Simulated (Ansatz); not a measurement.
Stepwise reaction of `[Cl][Ga]([Br])[Br]` with hydrogen, as a gas-phase model of exchange steps in deposition or etching. ΔE in kJ/mol; ΔG adds harmonic PBE0-D4 terms to CCSD(T)/CBS, at 1 bar.

Calculated with Ansatz (gas phase, PBE0-D4/def2-TZVP geometries, no zero-point term in ΔE). CBS: MP2 limit from def2 TZ/QZ plus the TZ coupled-cluster correction, frozen cores. This one scheme is used for every species. Functionals use def2-TZVPP. B3LYP here is the variant with VWN-RPA as its local correlation; programs differ in this. For Br, Ga outer-core shells are correlated without core-valence functions, which leaves a few kJ/mol of doubt a bond. Scalar relativity is left out up to krypton.

| step | reaction | PBE-D4 | B3LYP-D4 | ωB97M-V | CCSD(T)/CBS | ΔG(400 K) |
| --- | --- | --- | --- | --- | --- | --- |
| 1 | `[Cl][Ga]([Br])[Br]` + H₂ → `[Cl][GaH][Br]` + HBr | 95.3 | 97.2 | 93.9 | 98.2 | 88.5 |
| 2 | `[Cl][GaH][Br]` + H₂ → `[Cl][GaH2]` + HBr | 110.3 | 110.9 | 108.9 | 113.0 | 108.1 |

(1) By hand: ΔE of the 2 steps together at CCSD(T)/CBS.

## Answers

(1) (98.2) + (113.0) = 211.2 kJ/mol, or 105.6 kJ/mol a step.

In ΔE each step is higher than the one before. All are uphill at CCSD(T)/CBS. ΔG lies between 88.5 and 108.1 kJ/mol a step. PBE-D4 differs from CCSD(T)/CBS by -2.9 to -2.7 kJ/mol a step. Isolated molecules leave out the surface, adducts and barriers. Largest T1 diagnostic: 0.012.
